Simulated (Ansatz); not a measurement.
Cost and result for the atomization energy of `[BH2][GeH]([CH3])[F]` (10 atoms, 9 bonds).

```tsv
atom	x (Å)	y (Å)	z (Å)
B1	0.2098	-0.1575	1.9068
Ge2	-0.6849	-0.0072	0.0624
C3	0.5392	0.2074	-1.4389
F4	-1.5559	-1.4956	-0.2749
H5	0.1088	-1.1414	2.5734
H6	0.8505	0.7598	2.3278
H7	-1.7749	1.0885	0.0298
H8	-0.0302	0.2002	-2.3686
H9	1.2619	-0.6086	-1.4605
H10	1.0756	1.1544	-1.3573
```

Charge 0, multiplicity 1. Correlated methods include outer-core shells of Ge, which these sets cover unevenly. Scalar relativity is left out up to krypton. All single points use the PBE0-D4/def2-TZVP geometry. Program: Ansatz. All runs use 4 threads of an Arm Neoverse V1 on a shared host. Times are those of one run each, without the atoms' runs, and a repeat can differ threefold. Electronic energies, without spin–orbit coupling; frozen cores. CCSD(T)/CBS adds CCSD(T) − MP2 in def2-TZVPP to the MP2 limit, and its time is that of the two runs behind it. T1 = 0.011. With those shells the extrapolation isn't a true limit. B3LYP takes the VWN-RPA correlation (the form of Gaussian; ORCA's B3LYP/G).

CCSD(T)/CBS is a level of theory with its own doubt, some kJ/mol a heavy atom from the limit and from the frozen cores, so smaller differences don't rank the functionals.

| level | functions | wall time | atomization (kcal/mol) | difference from CCSD(T)/CBS | per bond |
| --- | --- | --- | --- | --- | --- |
| PBE-D4/def2-TZVPP (with forces) | 225 | 2.4 s | 812.1 | 4.6 | 0.5 |
| PBE0-D4/def2-TZVPP | 225 | 2.9 s | 803.5 | -4.0 | -0.4 |
| B3LYP-D4/def2-TZVPP (with forces) | 225 | 4.4 s | 805.4 | -2.1 | -0.2 |
| r2SCAN-D4/def2-TZVPP (with forces) | 225 | 4.6 s | 809.9 | 2.4 | 0.3 |
| B2PLYP/def2-TZVPP | 225 | 5.5 s | 799.3 | -8.2 | -0.9 |
| ωB97X-V/def2-TZVPP | 225 | 7.5 s | 810.2 | 2.7 | 0.3 |
| ωB97M-V/def2-TZVPP (with forces) | 225 | 12 s | 805.6 | -1.9 | -0.2 |
| MP2/def2-QZVPP | 440 | 29 s | 808.3 | 0.8 | 0.1 |
| CCSD(T)/def2-TZVPP | 225 | 2.5 min | 792.0 | -15.5 | -1.7 |
| CCSD(T)/CBS(def2) | – | 3 min | 807.5 | 0.0 | 0.0 |

In def2-TZVPP, CCSD(T) changes the Hartree–Fock value by +178.2 kcal/mol (the triples alone add +8.8 kcal/mol) and MP2 by +185.4 kcal/mol; breaking electron pairs costs correlation energy, which Hartree–Fock lacks. The D4 term adds +6.1 kcal/mol with B3LYP and +3.2 kcal/mol with PBE0; it sums over pairs of atoms, weighted by their polarisabilities, and B3LYP, whose exchange is more repulsive, gets the larger term. From PBE to PBE0 (25 % exact exchange), in def2-TZVPP and without D4, the atomization energy moves by −8.0 kcal/mol: exact exchange takes away binding that semilocal exchange gives to molecules.
